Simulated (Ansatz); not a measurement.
Isomers of Mg₃O₂⁺ (doublet), relaxed with PBE-D4/def2-SVP; total energies from Ansatz at PBE-QIDH/def2-TZVP.

```
isomer                               description  energy (Eh)
     A  point group D∞h; 4 × Mg–O 1.80 to 1.83 Å   -750.01260
     B  point group C2v; 5 × Mg–O 1.87 to 1.98 Å   -750.03933
     C          point group D3h; 6 × Mg–O 2.01 Å   -750.00977
```

Correlated methods freeze 5 core orbitals; core or outer-core shells of Mg are correlated, in sets that lack core-valence functions.

The isomers come from a short search, and lower ones may exist.

Q: Work out the relative energies (1 Eh = 2625.5 kJ/mol) and the Boltzmann populations at 1200 K from electronic energies alone (R = 8.314 J/mol/K).

A: ΔE: A 70.2, B 0.0, C 77.6 kJ/mol. RT = 9.98 kJ/mol. Factors exp(−ΔE/RT): A 0.000881, B 1, C 0.00042; sum 1.001. Populations: A 0.1 %, B 99.9 %, C 0.0 %. Zero-point energy, vibrational entropy and symmetry numbers are left out and can shift these; an error of 4 kJ/mol changes a ratio by a factor of 1.5. Over the other density-functional and correlated levels in def2 sets, the gap between B and A ranges from 18 to 67 kJ/mol.
